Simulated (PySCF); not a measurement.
C5H9N, SMILES C=CC1(N)CC1. Atoms are numbered in the order given.

```xyz
15

C      2.1828    -0.5593     0.0140
C      1.1453     0.1550    -0.4256
C     -0.2470     0.0165     0.0681
N     -0.3981    -0.8857     1.1702
C     -1.3475     0.0607    -0.9579
C     -1.1380     1.2421    -0.0619
H      2.0394    -1.3301     0.7755
H      3.1877    -0.4039    -0.3851
H      1.2938     0.9156    -1.2011
H     -1.3697    -1.1487     1.3035
H     -0.0783    -0.4478     2.0326
H     -2.2180    -0.5783    -0.7808
H     -1.0652     0.1398    -2.0109
H     -1.8584     1.4061     0.7445
H     -0.7185     2.1575    -0.4892
```
Charge 0, spin multiplicity 1.

Geometry optimised at PBE0-D3(BJ)/def2-SVP. One conformer was computed; it need not be the lowest.

Computed with PBE/pcSseg-1 in PySCF.

GIAO shieldings, no solvent; atoms listed in one row are averaged. δ = σ(ref) − σ: ¹³C against TMS (σ = 182.0 ppm); ¹⁵N against NH3 (σ = 267.0 ppm); ¹H against TMS (σ = 31.49 ppm), references at their B3LYP-D3(BJ)/def2-TZVP geometries, non-relativistic.

Computed chemical shifts:
```tsv
nucleus	atoms	count	δ (ppm)
¹³C	C2	1	152.4
¹³C	C1	1	119.2
¹³C	C3	1	41.5
¹³C	C6	1	26.1
¹³C	C5	1	22.7
¹⁵N	N4	1	60.3
¹H	H7	1	6.22
¹H	H8	1	5.67
¹H	H9	1	5.61
¹H	H12	1	1.09
¹H	H15	1	1.06
¹H	H13	1	1.04
¹H	H11	1	0.73
¹H	H14	1	0.61
¹H	H10	1	0.35
```
